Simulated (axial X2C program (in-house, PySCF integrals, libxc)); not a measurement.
## Worked dissociation energy of SnP: BP86, spin-free

All values were computed with an in-house relativistic program for diatomic molecules. Spin-free means the one-electron spin-free X2C Hamiltonian. Basis: Sn dyall-cv3z [11s12p9d4f1g], P dyall-v3z [8s7p2d1f] (cores contracted in-house); Gaussian nuclei, density fitting, unrestricted open shells. Masses: Sn 119.902 u, P 30.974 u.

Molecular state: M_S = 1/2, Λ = 1 (beyond evenly filled blocks: π+α, π+β, π-α).

- E(Sn) (2M_S = 2, M_L = 0): -6177.275226 hartree
- E(P) (2M_S = 3, M_L = 0): -342.133138 hartree
- E(SnP) at Re: -6519.524166 hartree
- ωe: 391.3 cm⁻¹
- ωexe: 1.16 cm⁻¹

Question: Work out De and D0.

Answer: De = -6177.275226 + (-342.133138) − (-6519.524166) = 0.11580 hartree = 3.151 eV. The zero-point energy is ωe/2 − ωexe/4 = 195 cm⁻¹ = 0.024 eV, so D0 = 3.127 eV.

Occupations by symmetry block were frozen at the best pattern of an incomplete PBE0 search. De is counted from the lowest determinant-based energies of the atoms at the same level, without counterpoise correction. PBE0 can misorder states that lie within some tenths of an eV, so this need not be the ground state of the molecule. The nearest other spin-free determinant of the search, M_S = 1/2, Λ = 0, lies 0.30 eV up at the distance of the search. The functionals have no current-density term, which raises determinants with orbital currents, atoms included. At some level and bond length an empty orbital lies below a filled one. The determinant is spin-polarised beyond a pure state at some levels (its spin-free form has ⟨S²⟩ too high), which makes Re and μ there less reliable. Spin-free De lacks the spin–orbit lowering of the heavy p-block atom, a tenth of an eV or more for 4p and 5p, up to an eV for 6p and one to two eV for 7p atoms, less what an open-shell molecule gains itself.

Each atomic determinant is the lowest at this level and need not be a pure term. Totals compare only within one Hamiltonian and basis.
